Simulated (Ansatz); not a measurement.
`[BH2][AlH][SbH2]` + `NC=O` → `O=C[NH][SbH2]` + `[BH2][AlH2]` at 400 K and 1 bar (cleavage of the Sb–Al bond).

Gas-phase electronic energies from Ansatz, PBE0-D4/def2-TZVP geometries. CCSD(T)/CBS adds triple-zeta CCSD(T) − MP2 to the extrapolated MP2 energy (def2 sets, frozen cores). This one scheme is used for every species. Elements past krypton have def2 core potentials. For Sb outer-core shells are correlated without core-valence functions, which leaves a few kJ/mol of doubt a bond. Each species was taken in one conformer, which may not be the lowest.

| species | CCSD(T)/CBS energy (Eh) | H − E (kJ/mol) | S (J/(mol·K)) |
| --- | --- | --- | --- |
| `[BH2][AlH][SbH2]` | -509.77411 | 135.7 | 385.2 |
| `NC=O` | -169.73435 | 138.1 | 273.8 |
| `O=C[NH][SbH2]` | -410.33905 | 156.2 | 351.8 |
| `[BH2][AlH2]` | -269.14094 | 105.2 | 282.1 |

H − E and S are ideal-gas, rigid-rotor, harmonic terms from PBE0-D4/def2-TZVP, for one conformer and one mirror image of each species. 1 Eh = 2625.50 kJ/mol, R = 8.31446 J/(mol·K).

Problem. By hand: ΔE, ΔH, ΔS and ΔG.

Solution. ΔE = (-410.33905) + (-269.14094) − (-509.77411) − (-169.73435) = 0.02847 Eh = 74.7 kJ/mol. Δ(H − E) = 156.2 + 105.2 − 135.7 − 138.1 = -12.4, so ΔH = 62.3 kJ/mol. ΔS = 351.8 + 282.1 − 385.2 − 273.8 = -25.1 J/(mol·K). ΔG = 62.3 − 400 × (-25.1)/1000 = 72.3 kJ/mol.

Problem. By hand: the equilibrium constant, and the temperature at which ΔG would vanish if ΔH and ΔS stayed fixed.

Solution. log₁₀ K = −ΔG/(RT ln 10) = -9.4. ΔH and −TΔS have one sign here, so there is no such temperature.

ΔH outweighs TΔS. A doubt of 5 kJ/mol in ΔE shifts log₁₀ K by 0.7 here. Other conformers and mirror images would add mixing entropy, several J/(mol·K) or more a flexible species. These are equilibria of isolated gas molecules and say nothing of rates. Largest T1 diagnostic: 0.017 (customary marks: 0.02 for closed shells, 0.045 for open ones).
